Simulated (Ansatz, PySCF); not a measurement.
Stretching the O4–H5 bond in BH3O (SMILES BO) (multiplicity 1 held, fragments rigid). Energies count from the point at 0.963 Å.
Geometry at that point (charge 0, multiplicity 1):
```xyz
5

B     -0.448    -0.553     0.061
H     -0.338    -1.338     0.952
H     -1.302    -0.642    -0.773
O      0.445     0.460     0.028
H      0.321     1.070    -0.707
```

Unrestricted levels (U-) break spin symmetry where that is lower. Active spaces are followed from a long bond inwards. Levels need not reach the same state.

Correlated levels freeze the cores. Rows in 3-21G, 6-31G* carry no dispersion term and start afresh at each structure (6-31G* with six Cartesian d functions). MP2/6-31G* freezes PySCF's default core.

Programs: Ansatz (Gaussian basis) for Hartree–Fock, density functionals and correlated methods; PySCF for 3-21G rows, 6-31G* rows. 

Other levels give for the energy at R = 3.082 Å: U-PBE/cc-pVTZ 424.5; U-B3LYP/cc-pVTZ 439.9; U-wB97X-V/cc-pVTZ 450.9; FIC-MRCISD+Q on CASSCF(4,3)/cc-pVTZ 458.8 kJ/mol.

Task: What do these common cheap choices give for the same quantity: R-HF/3-21G, R-HF/6-31G*, U-HF/6-31G*, R-BP86/6-31G*, R-B3LYP/6-31G*, U-B3LYP/6-31G*, R-MP2/6-31G*?

Result: R-HF/3-21G 862.4; R-HF/6-31G* 869.7; U-HF/6-31G* 316.0; R-BP86/6-31G* 525.6; R-B3LYP/6-31G* 602.4; U-B3LYP/6-31G* 420.0; R-MP2/6-31G* 502.1 kJ/mol. They span 316.0 to 869.7 kJ/mol.

Doubts at one or more of the structures used: a restricted determinant that unrestricted orbitals would lower (R-HF/3-21G, R-HF/6-31G*, R-BP86/6-31G*, R-B3LYP/6-31G*, R-MP2/6-31G*); a spin-contaminated determinant (U-HF/6-31G*, U-B3LYP/6-31G*, U-PBE/cc-pVTZ, U-B3LYP/cc-pVTZ, U-wB97X-V/cc-pVTZ); active orbitals that take no part (FIC-MRCISD+Q on CASSCF(4,3)/cc-pVTZ).

Ansatz is a program for electronic structure.
